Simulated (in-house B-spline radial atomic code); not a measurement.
How G0W0 and RPA depend on the start: Tc

Configuration [Kr] 4d5 5s2, highest spin. Computed with a B-spline radial code for spherical atoms: all electrons, scalar-relativistic (spin-free one-electron X2C), finite nucleus, each spin shell either full or empty, empty states to l = 9 with an (l + 1/2)⁻⁴ tail; G0W0 by contour deformation at full frequency.

| start | mean-field 5s down (eV) | G0W0 (eV) | QP weight | RPA correlation (Eh) |
| --- | --- | --- | --- | --- |
| Hartree-Fock | -5.682 | -6.868 | 0.942 | -2.9174 |
| PBE0 | -4.829 | -7.128 | 0.874 | -3.1338 |
| r2SCAN | -4.341 | -7.090 | 0.855 | -3.1676 |
| HSE06 | -4.485 | ? | ? | ? |
| B3LYP (VWN-RPA) | -4.951 | -7.196 | 0.867 | -3.1539 |
| SCAN | -4.387 | -7.152 | 0.870 | -3.1678 |
| BHandHLYP | -5.528 | -7.125 | 0.912 | -3.058 |
| CAM-B3LYP | -6.030 | -7.161 | 0.923 | -3.1058 |
| LC-wPBE | -6.643 | ? | ? | ? |
| wB97X | -7.049 | -7.148 | 0.941 | -3.0817 |
| r2SCAN0 | -4.926 | -7.068 | 0.895 | -3.0981 |

Q: What G0W0 level, weight and RPA correlation energy follow from the LC-wPBE start?

A: G0W0 level -7.052 eV, weight 0.943, RPA correlation -3.0915 hartree.

Q: What G0W0 level, weight and RPA correlation energy follow from the HSE06 start?

A: G0W0 level -7.108 eV, weight 0.831, RPA correlation -3.1467 hartree.

Q: How much of the dependence on the start does G0W0 remove?

A: The mean-field levels span 2.71 eV and the G0W0 levels 0.328 eV. Against 7.119 eV (NIST, measured) the G0W0 removal energies are off by -0.25 to +0.08 eV, with spin-orbit coupling, Breit and QED terms left out.
